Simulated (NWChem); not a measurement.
# BeSiH₃I; SMILES [I][Be][SiH3]

def2 effective core potentials on I; no spin-orbit coupling.

Give the equilibrium geometry at PBE0/def2-SVP with def2 effective core potentials on I (NWChem) as a Z-matrix, with the point group.

point group C3v; any orientation.
```
Si
H 1 1.4988
H 1 1.4988 2 107.20
H 1 1.4989 2 107.20 3 -114.85
Be 1 2.1771 2 111.74 3 122.58
I 5 2.1796 4 152.87 1 -179.74
```
